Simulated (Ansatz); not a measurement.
Born–Oppenheimer molecular dynamics of CH8ClNOSi (13 atoms, charge 0, multiplicity 1). It starts at the highest image of a converged band. Of that band: The profile has 2 maxima (images 2, 4) with wells between them (image 3): this band takes more than one step, which may be the mechanism or a detour left from its start path. A vibrational analysis at the climbing image gives one clearly imaginary mode, 96i cm⁻¹: a first-order saddle point.

Level of theory: RKS B3LYP-D4/def2-SVP (Ansatz 0.2.0).

| Property | Result |
| --- | --- |
| ensemble | NVE (velocity Verlet) |
| time step | 0.5 fs |
| steps asked | 200 |
| starting velocities drawn for | 300 K |
| seed | 9192 |

First frame:

```xyz
13
Properties=species:S:1:pos:R:3
Si -0.538 0.114 1.151
N 0.403 -0.505 -0.331
C 0.315 0.344 -1.539
H -0.434 1.577 1.139
H -0.101 -0.692 2.307
O -2.133 -0.241 0.794
H 1.431 -0.349 0.121
Cl 2.449 0.576 1.207
H 0.203 -1.488 -0.540
H 0.804 1.298 -1.296
H -0.731 0.516 -1.832
H 0.859 -0.124 -2.371
H -2.526 -1.026 1.189
```

Problem. How far do the bonds stretch over the last three quarters of this one trajectory? (Pairs bonded in most of those frames.)

Solution. 
```
  bond  mean (Å)  spread (Å)  shortest  longest
Si1–N2     1.812       0.046      1.74     1.89
Si1–H4     1.478       0.016      1.45     1.50
Si1–H5     1.481       0.007      1.47     1.50
Si1–O6     1.671       0.027      1.63     1.72
 N2–C3     1.474       0.025      1.44     1.52
 N2–H9     1.022       0.007      1.01     1.03
C3–H10     1.100       0.004      1.09     1.11
C3–H11     1.104       0.018      1.07     1.13
C3–H12     1.101       0.019      1.07     1.13
O6–H13     0.971       0.048      0.90     1.04
H7–Cl8     1.518       0.132      1.27     1.70
```

Mean temperature of the second half: 198 K. The conserved energy stayed within 0.43 meV per atom of its start (net change 0.22 meV per atom), so the integration is sound. A run of 0.1 ps of so small a system gives no equilibrium averages. The orbitals stay closed-shell, which can raise the energy where a bond breaks towards radicals; this wasn't checked here.

Run time: 5.2 min on 2 threads of AMD EPYC 9R45 96-Core Processor (Zen 5) (shared host), peak memory 0.3 GiB.
